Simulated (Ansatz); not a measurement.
Steps of a relaxation of C2H12GaNSi, SMILES `[CH3][GaH-]([CH3])[NH2+][SiH3]` with RKS PBE0-D4/def2-TZVP.

```sh
$ ansatz run in.yaml --threads 8 --pin off --events-out ev --progress --plain --max-ram 20889MiB
```

```yaml
crystal:
  periodic: [false, false, false]
  atoms:
    - {symbol: C, position_ang: [-0.232038, 1.339347, 1.694399]}
    - {symbol: Ga, position_ang: [1.041745, 0.160191, 0.697184]}
    - {symbol: C, position_ang: [0.821531, -1.824645, 0.836037]}
    - {symbol: N, position_ang: [0.315587, 0.486148, -1.392543]}
    - {symbol: Si, position_ang: [-1.389807, -0.003933, -1.709275]}
    - {symbol: H, position_ang: [-0.318264, 2.351655, 1.244626]}
    - {symbol: H, position_ang: [-1.251014, 0.904139, 1.763109]}
    - {symbol: H, position_ang: [0.132595, 1.484156, 2.733790]}
    - {symbol: H, position_ang: [2.512028, 0.726775, 0.413160]}
    - {symbol: H, position_ang: [1.257520, -2.364631, -0.031184]}
    - {symbol: H, position_ang: [1.352197, -2.193988, 1.739245]}
    - {symbol: H, position_ang: [-0.241123, -2.129630, 0.934171]}
    - {symbol: H, position_ang: [0.487553, 1.488375, -1.554955]}
    - {symbol: H, position_ang: [0.999156, -0.023561, -1.969728]}
    - {symbol: H, position_ang: [-1.774388, 0.261432, -3.140184]}
    - {symbol: H, position_ang: [-2.251310, 0.807143, -0.794093]}
    - {symbol: H, position_ang: [-1.481068, -1.469273, -1.423357]}
basis:
  gaussian: {orbitals: def2-TZVP}
hamiltonian: {xc: pbe0, dispersion: d4}
relax: {f_tol: 0.005, max_steps: 150}
```

Positions (Å) and forces (eV/Å) along the path, 7 of 7 steps:

```xyz
17
step=1 energy=-64003.4298 eV
C    -0.232    1.339    1.694   -0.231    0.238    0.233
Ga    1.042    0.160    0.697   -0.052   -0.006   -0.047
C     0.822   -1.825    0.836   -0.019   -0.392    0.063
N     0.316    0.486   -1.393   -0.045    0.107   -0.435
Si   -1.390   -0.004   -1.709    0.314    0.098    0.042
H    -0.318    2.352    1.245    0.038   -0.497    0.214
H    -1.251    0.904    1.763    0.497    0.221   -0.034
H     0.133    1.484    2.734   -0.184   -0.070   -0.496
H     2.512    0.727    0.413   -0.119   -0.047    0.026
H     1.258   -2.365   -0.031   -0.216    0.262    0.412
H     1.352   -2.194    1.739   -0.258    0.169   -0.427
H    -0.241   -2.130    0.934    0.515    0.140   -0.052
H     0.488    1.488   -1.555   -0.129   -0.598    0.098
H     0.999   -0.024   -1.970   -0.427    0.287    0.340
H    -1.774    0.261   -3.140    0.098   -0.054    0.315
H    -2.251    0.807   -0.794    0.194   -0.179   -0.195
H    -1.481   -1.469   -1.423    0.025    0.320   -0.056
17
step=2 energy=-64003.4837 eV
C    -0.230    1.334    1.687   -0.083    0.090    0.084
Ga    1.036    0.160    0.691   -0.042   -0.012   -0.005
C     0.819   -1.816    0.833   -0.003   -0.143    0.021
N     0.308    0.481   -1.384   -0.145    0.002   -0.182
Si   -1.383   -0.003   -1.703    0.247    0.065    0.069
H    -0.311    2.336    1.244    0.016   -0.141    0.055
H    -1.240    0.908    1.751    0.143    0.053   -0.015
H     0.127    1.474    2.717   -0.043   -0.027   -0.148
H     2.498    0.723    0.411   -0.012   -0.003   -0.003
H     1.253   -2.349   -0.025   -0.058    0.079    0.113
H     1.341   -2.183    1.728   -0.071    0.061   -0.123
H    -0.231   -2.121    0.926    0.141    0.050   -0.015
H     0.476    1.473   -1.546   -0.033   -0.150    0.045
H     0.983   -0.024   -1.956   -0.105    0.062    0.103
H    -1.757    0.262   -3.121    0.021   -0.013    0.073
H    -2.235    0.800   -0.794    0.032   -0.043   -0.052
H    -1.472   -1.455   -1.418   -0.006    0.071   -0.020
17
step=3 energy=-64003.4898 eV
C    -0.231    1.333    1.684   -0.003    0.004    0.003
Ga    1.029    0.159    0.687    0.005    0.001    0.002
C     0.817   -1.814    0.830    0.000   -0.006    0.001
N     0.305    0.480   -1.382   -0.077   -0.014   -0.042
Si   -1.374   -0.003   -1.695    0.060    0.019    0.006
H    -0.309    2.331    1.243    0.003    0.004   -0.005
H    -1.237    0.910    1.745   -0.006   -0.004   -0.001
H     0.126    1.467    2.709    0.005   -0.002    0.008
H     2.490    0.723    0.402    0.009    0.003    0.000
H     1.251   -2.344   -0.023    0.004    0.001   -0.006
H     1.336   -2.175    1.723    0.004    0.000    0.008
H    -0.229   -2.117    0.921   -0.007   -0.001    0.001
H     0.473    1.468   -1.539    0.007    0.005    0.014
H     0.979   -0.025   -1.949    0.011   -0.006    0.011
H    -1.747    0.262   -3.108   -0.007    0.001   -0.011
H    -2.230    0.797   -0.793   -0.005    0.001    0.006
H    -1.469   -1.451   -1.415   -0.002   -0.006    0.003
17
step=4 energy=-64003.4901 eV
C    -0.230    1.333    1.687   -0.004    0.004   -0.009
Ga    1.028    0.159    0.686    0.006   -0.002    0.015
C     0.818   -1.815    0.833   -0.002   -0.001   -0.009
N     0.300    0.480   -1.388    0.001   -0.004    0.017
Si   -1.376   -0.003   -1.699   -0.001    0.004   -0.013
H    -0.300    2.334    1.250   -0.002   -0.001    0.003
H    -1.238    0.915    1.744    0.002    0.001   -0.002
H     0.127    1.460    2.713    0.004   -0.002    0.000
H     2.489    0.723    0.400   -0.007   -0.001   -0.007
H     1.258   -2.344   -0.017   -0.002   -0.002    0.003
H     1.334   -2.172    1.729    0.002    0.003    0.001
H    -0.228   -2.120    0.919    0.002    0.001   -0.001
H     0.473    1.468   -1.539    0.000    0.009    0.002
H     0.979   -0.026   -1.948    0.006   -0.007   -0.003
H    -1.751    0.262   -3.113   -0.005   -0.002    0.002
H    -2.232    0.795   -0.797    0.000    0.000    0.001
H    -1.470   -1.451   -1.419    0.001    0.000    0.000
17
step=5 energy=-64003.4901 eV
C    -0.228    1.334    1.688    0.000    0.000    0.003
Ga    1.028    0.158    0.689   -0.003    0.004   -0.016
C     0.819   -1.816    0.834    0.000   -0.001    0.002
N     0.298    0.479   -1.386   -0.006   -0.003    0.004
Si   -1.377   -0.002   -1.704    0.003    0.001    0.001
H    -0.297    2.335    1.252    0.001    0.000    0.000
H    -1.237    0.917    1.745    0.001    0.000    0.000
H     0.129    1.460    2.714   -0.002    0.001    0.003
H     2.486    0.723    0.392    0.003    0.000    0.003
H     1.260   -2.344   -0.016    0.000    0.000    0.000
H     1.336   -2.171    1.731   -0.001   -0.003    0.002
H    -0.227   -2.121    0.921    0.001    0.001    0.000
H     0.472    1.467   -1.533    0.003   -0.001   -0.002
H     0.978   -0.027   -1.943    0.002    0.003   -0.001
H    -1.751    0.264   -3.118    0.000   -0.001    0.002
H    -2.235    0.794   -0.801   -0.001    0.000   -0.001
H    -1.472   -1.451   -1.426   -0.001    0.000   -0.001
17
step=6 energy=-64003.4901 eV rejected
C    -0.226    1.334    1.689    0.002   -0.002   -0.005
Ga    1.028    0.159    0.685    0.001   -0.005    0.018
C     0.820   -1.814    0.836    0.000    0.005   -0.003
N     0.295    0.478   -1.383    0.021    0.014   -0.028
Si   -1.379   -0.003   -1.706   -0.012   -0.005    0.005
H    -0.292    2.337    1.259    0.000    0.002    0.000
H    -1.236    0.919    1.743    0.001    0.000    0.001
H     0.130    1.454    2.717   -0.001    0.000    0.000
H     2.487    0.724    0.389   -0.003    0.000   -0.002
H     1.265   -2.346   -0.010    0.001   -0.002   -0.001
H     1.332   -2.168    1.736   -0.001    0.000    0.000
H    -0.226   -2.120    0.918    0.000    0.000    0.001
H     0.468    1.467   -1.533   -0.004   -0.007    0.006
H     0.976   -0.026   -1.943   -0.006    0.000    0.008
H    -1.749    0.266   -3.121    0.001    0.000    0.003
H    -2.240    0.791   -0.804    0.001   -0.001   -0.002
H    -1.474   -1.453   -1.432    0.000    0.002   -0.001
17
step=7 energy=-64003.4901 eV
C    -0.227    1.334    1.688    0.000    0.000   -0.001
Ga    1.028    0.159    0.687    0.002    0.000    0.000
C     0.819   -1.815    0.834    0.000    0.001    0.000
N     0.298    0.479   -1.386    0.001    0.000    0.000
Si   -1.377   -0.003   -1.704   -0.003    0.000   -0.002
H    -0.294    2.337    1.255    0.000   -0.001    0.000
H    -1.237    0.918    1.743    0.000    0.001    0.000
H     0.128    1.457    2.716    0.000    0.000    0.000
H     2.487    0.723    0.392    0.000    0.000    0.000
H     1.262   -2.345   -0.014    0.000    0.000    0.000
H     1.333   -2.170    1.733    0.000    0.000    0.000
H    -0.227   -2.120    0.918    0.000    0.000    0.000
H     0.471    1.468   -1.534    0.000    0.000    0.000
H     0.978   -0.026   -1.944    0.000    0.000    0.001
H    -1.752    0.264   -3.117    0.000    0.000    0.001
H    -2.236    0.792   -0.801    0.001    0.000    0.001
H    -1.472   -1.452   -1.427    0.001    0.000    0.001
```

Hardware: 8 threads of an Intel Xeon on a shared host. Wall time 58 s, peak host memory 0.94 GiB.
